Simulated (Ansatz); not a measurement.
Compare A (`C=[N][GeH2][CH3]`) with its isomer B (`C[C](=N)[GeH3]`).

Calculated with Ansatz (gas phase, PBE0-D4/def2-TZVP geometries, no zero-point term in ΔE). CCSD(T)/CBS adds triple-zeta CCSD(T) − MP2 to the extrapolated MP2 energy (def2 sets, frozen cores). DFT in def2-TZVPP. B3LYP here is the variant with VWN-RPA as its local correlation; programs differ in this. For Ge outer-core shells are correlated without core-valence functions, which leaves a few kJ/mol of doubt a bond. Scalar relativity is left out up to krypton. Each species was taken in one conformer, which may not be the lowest.

(1) Which isomer does CCSD(T)/CBS put lower? Give the gap. (An estimate is asked.)

(2) Give E(B) − E(A) in kcal/mol with CCSD(T)/def2-TZVPP, B2PLYP, ωB97M-V, MP2/def2-TZVPP, B3LYP, PBE0-D4, CCSD/def2-TZVPP. (Estimate.)

Largest T1 diagnostic: 0.012.

Answers

(1) The calculation gave: A, by 6.9 kcal/mol.

(2) Ansatz gave: CCSD(T)/def2-TZVPP 7.4, B2PLYP 7.5, ωB97M-V 6.5, MP2/def2-TZVPP 8.4, B3LYP 6.7, PBE0-D4 5.3, CCSD/def2-TZVPP 7.7. None reverses the order clearly.

From PBE to PBE0 (25 % exact exchange), in def2-TZVPP and without D4, E(B) − E(A) moves by +0.8 kcal/mol. In def2-TZVPP, CCSD(T) changes the Hartree–Fock value by −1.8 kcal/mol (the triples alone add −0.3 kcal/mol) and MP2 by −0.8 kcal/mol.
